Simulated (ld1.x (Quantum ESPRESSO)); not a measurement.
## u(r) = r·R(r): atom against pseudo-atom (O)

Columns: radius, all-electron u(r) and pseudo u(r) of the 2s shell (level -48.67 eV) of oxygen in the configuration [He] 2s2 2p2.5; PBE, scalar-relativistic, PAW scheme, ld1.x (Quantum ESPRESSO) 7.5.

```tsv
r (bohr)	all-electron	pseudo
0.068	0.4151	-0.1504
0.135	0.4237	-0.2946
0.202	0.2549	-0.4313
0.270	0.0184	-0.5590
0.338	-0.2235	-0.6729
0.405	-0.4387	-0.7699
0.473	-0.6217	-0.8516
0.540	-0.7644	-0.9154
0.608	-0.8718	-0.9634
0.675	-0.9442	-0.9952
0.742	-0.9879	-1.0127
0.810	-1.0078	-1.0174
0.878	-1.0078	-1.0102
0.945	-0.9923	-0.9925
1.013	-0.9647	-0.9647
1.080	-0.9289	-0.9289
1.148	-0.8863	-0.8863
1.215	-0.8403	-0.8403
1.283	-0.7912	-0.7912
1.350	-0.7418	-0.7418
1.418	-0.6917	-0.6917
1.485	-0.6431	-0.6431
1.553	-0.5953	-0.5953
1.620	-0.5499	-0.5499
1.688	-0.5061	-0.5061
1.755	-0.4653	-0.4653
```

Problem. How many radial nodes do the two functions have?

Solution. The all-electron 2s function has n − l − 1 = 1; the pseudo-wave has 0, since the states of the same l below it are removed with the core.

Problem. At about which radius was the pseudo-wave matched?

Solution. 1.00 bohr, where the columns begin to agree (steps of 0.07 bohr).

Problem. Is the pseudo-wave norm-conserving?

Solution. No, it belongs to a PAW set: the norm inside the radius is not constrained, and the difference is carried by the augmentation charge.
